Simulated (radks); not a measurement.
The numbers below are computed, except where a source is named.
Question: The mean radii <r> (bohr) of the occupied orbitals of an atom or ion are listed with their occupations. Level of theory: Dirac Kohn-Sham, PBE, spin-unpolarised, spherical densities, point nucleus (a radial shooting solver on a logarithmic mesh with Libxc functionals).

orbital  occ.      <r>
1s1/2       2  0.03040
2s1/2       2   0.1312
2p1/2       2   0.1111
2p3/2       4   0.1163
3s1/2       2   0.3555
3p1/2       2   0.3463
3p3/2       4   0.3569
3d3/2       4   0.3274
3d5/2       6   0.3308
4s1/2       2   0.7897
4p1/2       2   0.8108
4p3/2       1   0.8282

Name the element and its charge. Open shells, if any, fill j = l - 1/2 first.

Answer: Z = 48, cadmium, charge +15: Cd15+ in [Ar] 3d10 4s2 4p3. The 1s radius gives Z: for a bare nucleus <r> = (2 gamma + 1)/(2Z) with gamma = sqrt(1 - (Z/c)^2), 0.02993 bohr for Z = 48, and screening makes it slightly larger (0.03040 here). The occupations add up to 33, and the charge is Z minus that.
